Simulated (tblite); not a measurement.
Compound: C₆H₇FNS (doublet state).
Z-matrix (Å and degrees, GFN2-xTB geometry), rows numbered from 1:
```
F 
C   1  1.3745
C   2  1.2987  1  123.53
S   3  1.5772  2  164.73  1  -179.52
C   2  1.5288  1  110.76  3  -176.94
N   5  1.4361  2  111.49  1    69.88
C   6  1.3374  5  121.11  2   -78.50
C   7  1.4578  6  137.30  5  -158.88
C   7  1.4590  6  136.76  5   -58.66
H   5  1.0893  2  108.98  1  -169.15
H   5  1.0929  2  108.08  1   -48.98
H   6  1.0140  5  115.13  2    70.30
H   8  1.0814  7  118.97  9   106.41
H   8  1.0845  7  119.29  9  -108.17
H   9  1.0847  7  119.36  8   108.08
H   9  1.0811  7  118.82  8  -106.51
```

Computed with GFN2-xTB (tblite): harmonic, unscaled wavenumbers at the GFN2-xTB geometry, gas phase. This tight-binding method is rough: wavenumbers can miss measured ones by several per cent, in bad cases by 10 to 20. One conformer, not necessarily the lowest. Open shells enter through the occupations alone, without spin polarisation, and single modes of such species can be off by tens of per cent.

Harmonic wavenumbers (cm⁻¹): 27.4, 41.5, 82.9, 89.8, 160.9, 196.6, 236.3, 270.9, 334.8, 422.7, 459.7, 526.4, 616.3, 692.3, 764.5, 775.4, 873.7, 935.1, 986.7, 1015.2, 1039.3, 1049.6, 1061.1, 1078.2, 1102.0, 1116.3, 1167.9, 1205.5, 1266.6, 1346.7, 1417.5, 1418.5, 1433.9, 1644.4, 1848.2, 2975.0, 3010.3, 3011.6, 3017.7, 3059.7, 3066.6, 3366.9.

A = 3936, B = 566.7, C = 532.5 MHz; mass 144.028 u (most abundant isotopes); point group C1, symmetry number 1; spin multiplicity 2.

Task: Zero-point energy?

Result: Half the sum of the wavenumbers: 25106 cm⁻¹ = 300.34 kJ/mol.

Task: What is S at 350 K and 1 bar for an ideal gas of classical rigid rotors and harmonic oscillators?

Result: Translation 174.17, rotation 127.45, vibration 156.90, spin (R ln 2) 5.76: S = 464.3 J/(mol K).

Task: And Cp and H(350 K) − H(0)?

Result: Cp = 171.22 J/(mol K), of which vibrations give 137.97 (their classical limit is 42 R = 349.2); H(350 K) − H(0) = 37.78 kJ/mol without the zero-point energy, 26.14 from vibrations.

Task: What must be added to the electronic energy to get the Gibbs energy at 350 K and 1 bar?

Result: ZPE + [H(350 K) − H(0)] − T·S = 300.34 + 37.78 − 162.50 = 175.62 kJ/mol.

Task: How do the functions run with temperature in this model?

Result: 
| T (K) | S (J/(mol K)) | Cp (J/(mol K)) | H − H(0) (kJ/mol) | G − H(0) (kJ/mol) | ln q(vib) |
| --- | --- | --- | --- | --- | --- |
| 150 | 353.5 | 100.9 | 10.64 | -42.38 | 4.40 |
| 250 | 413.0 | 135.4 | 22.43 | -80.82 | 7.26 |
| 298.15 | 438.3 | 152.8 | 29.37 | -101.32 | 8.54 |
| 400 | 488.2 | 187.9 | 46.76 | -148.54 | 11.16 |
| 600 | 575.1 | 240.4 | 89.96 | -255.10 | 16.01 |
| 900 | 682.5 | 288.1 | 169.89 | -444.35 | 22.63 |

q(vib) and H(0) count from the zero-point level.

Task: Blend soft modes into free rotors: weight 1/[1 + (100 cm⁻¹/ν̃)⁴] for the oscillator and the rest for a rotor with moment μB/(μ + B), μ = h/(8π²ν), B = 10⁻⁴⁴ kg m². What vibrational entropy results?

Result: 136.91 J/(mol K) in place of 156.90, which changes −T·S at 350 K by +7.00 kJ/mol.

Hindered rotation and anharmonicity are outside this model. Other conformers, if any are populated, would add a mixing term that is left out. The structure is chiral; the term R ln 2 for an equal mix with its mirror image is left out.

On Arm Neoverse N1, one thread, no GPU, shared host, this took 1.1 s. The figure is for the frequency step alone.
